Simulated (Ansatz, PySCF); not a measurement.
This Ansatz (an electronic-structure program) input computes a PBE0/def2-TZVPD energy:

Ansatz 0.2 input:
```yaml
crystal:
  periodic: [false, false, false]
  atoms:
    - {symbol: Ga, position_ang: [-0.30294375, -0.14672427, -0.24381653]}
    - {symbol: O, position_ang: [1.04322386, 0.40060262, 0.81135595]}
    - {symbol: H, position_ang: [1.04546530, 1.34363154, 1.06746482]}
basis:
  gaussian:
    orbitals: def2-TZVPD
hamiltonian:
  xc: {name: PBE0}
total_charge: 1
magnetization: {spin_polarized: true, initial_magnetization: 1}
output: {forces: true}
```

Write an input for the same energy in PySCF and say what it gives.


```python
from pyscf import gto, scf, dft

mol = gto.M(
    atom='''
    Ga   -0.30294375   -0.14672427   -0.24381653
    O     1.04322386    0.40060262    0.81135595
    H     1.04546530    1.34363154    1.06746482
    ''',
    basis='def2-tzvpd',
    charge=1,
    spin=1,
    verbose=4,
)

mf = dft.UKS(mol, xc='pbe0').density_fit(auxbasis='def2-universal-jkfit')
mf.grids.level = 3
mf.conv_tol = 1e-9
mf.max_cycle = 100
mf.max_memory = 1500
mf.kernel()
if not mf.converged:
    mf = mf.newton()
    mf.kernel(mf.make_rdm1())
for _ in range(2):
    mo, _, stable, _ = mf.stability(return_status=True)
    if stable:
        break
    mf.kernel(mf.make_rdm1(mo, mf.mo_occ))
mf.analyze()
```
It gives -2000.06703 Eh, and Ansatz -2000.06699 Eh, a difference of 0.04 mEh, from the treatment of integrals and grids.
